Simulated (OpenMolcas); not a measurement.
Ni3+ (d7) in a complex was computed by CASSCF with the d shell active (OpenMolcas, ANO-RCC-VTZP on the metal). Its lowest spin-free states, and all those of the highest spin:

| 2S+1 | Degeneracy | E (cm-1) |
| --- | --- | --- |
| 4 | 3 | 0.0 |
| 4 | 3 | 8164 |
| 2 | 2 | 14153 |
| 4 | 1 | 17805 |
| 2 | 3 | 21450 |
| 2 | 3 | 21762 |
| 4 | 3 | 26725 |
| 2 | 3 | 27644 |
| 2 | 1 | 28836 |
| 2 | 3 | 31513 |
| 2 | 3 | 33674 |
| 2 | 2 | 36288 |

Is the site octahedral, tetrahedral or cube-like, axial, or of lower symmetry?

The states with 2S+1 = 4 have orbital degeneracies 3, 3, 1, 3. Threefold states need a cubic site. For d7 at this spin an octahedron puts the threefold T1 below the threefold T2 and a tetrahedron or cube puts the single A2 below the threefold T2, so the site is octahedral. The run had Ni3+ with 6 ligands (fluoride) in octahedral coordination (Oh) at 1.91 Å. A charge of +0.5 e stands 3.2 Å behind each ligand. Ligand basis ANO-RCC-VDZP.

An orbital triplet at a regular site is open to Jahn-Teller coupling, which can distort the site and quench the lowest spin-orbit gaps and is left out. Without dynamic correlation the repulsion within the d shell is too large (B by tens of per cent), so at a given field states of lower spin stand too high. This shell can be high or low spin here, a state of another spin lies low, and with metal d orbitals alone active their balance is uncertain, so the ground spin may be wrong. Ligand-to-metal charge-transfer states are missing. With no ligand orbital active B as a rule stays too high, so bands that hang on it stand too high and its fall with covalency is understated. With metal d orbitals alone and no dynamic correlation the field as a rule comes out too small, by tens of per cent, by up to half for chloride and softer ligands, and with too little covalency χT stands high. No measured value stands beside these numbers; the geometry is a model, was not optimised and need not be the one that this ion takes.
